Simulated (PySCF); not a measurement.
**Solvent effects on NMR parameters**

Bonds (- single, = double, # triple, : aromatic): O1=C2, C2-O3, C2-C4, C4:C5, C5:C6, C6:C7, C7-O8, O8-C9, C9-F10, C9-F11, C7:C12, C12:C13, C13:C4. O3 carries H14; C5 carries H15; C6 carries H16; C9 carries H17; C12 carries H18; C13 carries H19.

GIAO PBE0/pcSseg-1 in PySCF on one PBE0-D3(BJ)/def2-SVP conformer, non-relativistic, equivalent nuclei averaged. Solvents enter as an IEF-PCM continuum (benzene with ε = 2.3, chloroform with ε = 4.7) around the gas-phase geometry. Shifts are referred to TMS, CFCl3 computed in the same medium.

In benzene, δ in ppm: C2 169.3, C7 162.7, C5/C13 139.9, C4 127.7, C6/C12 121.4, C9 120.4, F10/F11 -96.0, H15/H19 8.44, H16/H18 7.35, H14 6.29, H17 6.23. Dipole moment 2.40 D.

(1) How does each δ change in the more polar medium?

(2) Which nuclei move most (in ppm), and what does the model miss?

Answers

(1) 
| atoms | environment | Δδ, chloroform |
| --- | --- | --- |
| C2 | carboxylic acid carbon | +0.9 |
| C7 | aromatic carbon bearing oxygen | +0.5 |
| C5/C13 | aromatic CH | +0.3 |
| C4 | substituted aromatic carbon | +0.2 |
| C6/C12 | aromatic CH | +0.6 |
| C9 | sp3 CH bonded to 2 F and O | +0.4 |
| F10/F11 | fluorine of a CF2 group | -0.7 |
| H15/H19 | hydrogen on an aromatic CH | +0.02 |
| H16/H18 | hydrogen on an aromatic CH | +0.07 |
| H14 | hydrogen on an acid hydroxyl oxygen | +0.25 |
| H17 | hydrogen on an sp3 CH bonded to 2 F and O | +0.10 |

Changes are relative to benzene. The dipole moment becomes 2.59 D in chloroform.

(2) C2 (carboxylic acid carbon, +0.9 ppm) in chloroform. A continuum only polarises the solute; specific hydrogen bonds, the anisotropy of aromatic solvents and changes of geometry or conformer are outside it.
